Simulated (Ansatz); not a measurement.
Gas-phase electronic energies from Ansatz, PBE0-D4/def2-TZVP geometries. CCSD(T)/CBS adds triple-zeta CCSD(T) − MP2 to the extrapolated MP2 energy (def2 sets, frozen cores). Functionals use def2-TZVPP. For Ga outer-core shells are correlated without core-valence functions, which leaves a few kJ/mol of doubt a bond. Scalar relativity is left out up to krypton. One conformer a species, not always the lowest.

Consider the cleavage of the Si–Ga bond: `O[SiH2][GaH][OH]` + `O[SiH2][SiH3]` → `O[SiH2]O[SiH2][SiH3]` + `[OH][GaH2]`.

```
             level  ΔE (kJ/mol)
            PBE-D4        -92.4
   CCSD/def2-TZVPP       -124.1
CCSD(T)/def2-TZVPP       -120.6
      HF/CBS(def2)       -151.5
```

Q: What does CCSD(T)/CBS give? (Best estimate.)

A: Computed: -117.6 kJ/mol. The listed levels differ from it by 25.2, -6.5, -3.0, -33.9 kJ/mol.

Largest T1 diagnostic among the species: 0.015.

In def2-TZVPP, CCSD(T) changes the Hartree–Fock value by +26.5 kJ/mol (the triples alone add +3.5 kJ/mol) and MP2 by +21.4 kJ/mol. From PBE to PBE0 (25 % exact exchange), in def2-TZVPP and without D4, ΔE moves by −11.2 kJ/mol.
